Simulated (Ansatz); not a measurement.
Al7As7: single points at one geometry.

```yaml
crystal:
  periodic: [false, false, false]
  atoms:
    - {symbol: Al, position_ang: [-1.907340, 1.072921, -1.463903]}
    - {symbol: Al, position_ang: [-0.300667, -1.433634, -1.850263]}
    - {symbol: Al, position_ang: [-1.704269, -1.687769, 0.417480]}
    - {symbol: Al, position_ang: [0.960435, -2.104165, 1.255995]}
    - {symbol: Al, position_ang: [1.053566, 0.584583, 2.115655]}
    - {symbol: Al, position_ang: [-0.036790, 2.613554, -0.312831]}
    - {symbol: Al, position_ang: [2.246898, 0.665143, -0.281699]}
    - {symbol: As, position_ang: [-2.778801, -1.132105, -1.756501]}
    - {symbol: As, position_ang: [-2.257489, 3.234657, -0.661994]}
    - {symbol: As, position_ang: [-0.115518, -3.428483, -0.440035]}
    - {symbol: As, position_ang: [3.005357, -0.857094, 1.481825]}
    - {symbol: As, position_ang: [1.879030, 2.705866, 1.111445]}
    - {symbol: As, position_ang: [0.757614, 0.732603, -2.210435]}
    - {symbol: As, position_ang: [-0.802028, -0.966065, 2.595271]}
basis:
  gaussian: {orbitals: def2-TZVP, fitting: {mean_field: def2-universal-jkfit}, initial_orbitals: start.molden}
hamiltonian: {xc: {name: LC-wPBE}}
scf: {omitted_lower_state_checks: [starts]}
output: {orbitals: {seedname: orbitals}}
```

The file start.molden holds the orbitals of an earlier run on this structure, at another level or in another basis.

```sh
$ ansatz run in.yaml --threads 2 --pin off --events-out ev --progress --plain --max-ram 32768MiB --backend cuda --devices 0, --max-vram 18GiB
```

Output, abridged:

```
Functional definition: LC-wPBE
2758 factors; integrals over basis functions are off by at most 2.3e-1 eV
2758 factors; integrals over basis functions are off by at most 3.2e-5 eV
mean field evaluation 1: about -472005.4840 eV, gradient 2.4e1 eV
mean field evaluation 2: about -472006.3428 eV, gradient 1.2e0 eV
mean field evaluation 4: about -472006.3868 eV, gradient 6.1e-2 eV
mean field -472006.38681373 eV, -17345.9147779844 hartree, gradient 6.5e-5 eV, S^2 0.000000; 0 other end points of the search recorded, 0 dependent functions left out
reference -472006.38681373 eV, -17345.9147779847 hartree; 161, 161 occupied and 434, 434 virtual orbitals, 2758 factors
Total energy: -472006.38681373 eV, -17345.9147779847 hartree
Checks for a lower state left out: starts
```

It took 25 s on 2 threads of AMD EPYC 7R13 on a shared host and a share (18 GiB) of an NVIDIA H100 80GB HBM3, peak host memory 1.1 GiB.

As the first input, with `gaussian: {orbitals: def2-SVP, initial_orbitals: start.molden}`, `hamiltonian: {xc: pbe}`, `correlation: {method: rpa}` and without the key `output` (abridged; 28 s):

```
Functional definition: PBE
mean field -471925.28195298 eV, -17342.9342293268 hartree, gradient 3.2e-6 eV, S^2 0.000000
98 core orbitals not correlated: weight in the atoms' cores, before any rotation towards them, 1.000 or more for the frozen orbitals, at most 0.000 for the correlated occupied ones
Total energy: -471669.85457675 eV, -17333.5474463853 hartree
Checks for a lower state left out: starts
```

As the first input, with `gaussian: {orbitals: def2-SVP, initial_orbitals: start.molden}`, `hamiltonian: {xc: pbe, dispersion: d4}` (abridged; 44 s):

```
Functional definition: PBE
the host takes the grids with the factors
mean field -471925.28200096 eV, -17342.9342310902 hartree, gradient 3.7e-5 eV, S^2 0.000000
Total energy: -471926.91726936 eV, -17342.9943260953 hartree
Checks for a lower state left out: starts
```

As the first input, with `gaussian: {orbitals: def2-SVP, initial_orbitals: start.molden}`, `hamiltonian: {xc: pbe0, dispersion: d4}` (abridged; 25 s):

```
Functional definition: PBE0
mean field -471941.64106319 eV, -17343.5354155383 hartree, gradient 1.5e-5 eV, S^2 0.000000
Total energy: -471943.12124542 eV, -17343.5898112323 hartree
Checks for a lower state left out: starts
```

Geometry: PBE-D4/def2-SVP.

LC-ωPBE has ω = 0.4 bohr⁻¹. Correlated methods freeze 98 core orbitals; core or outer-core shells of As are correlated, in sets that lack core-valence functions. Single mean-field runs in def2-TZVP are fitted with def2-universal-jkfit.
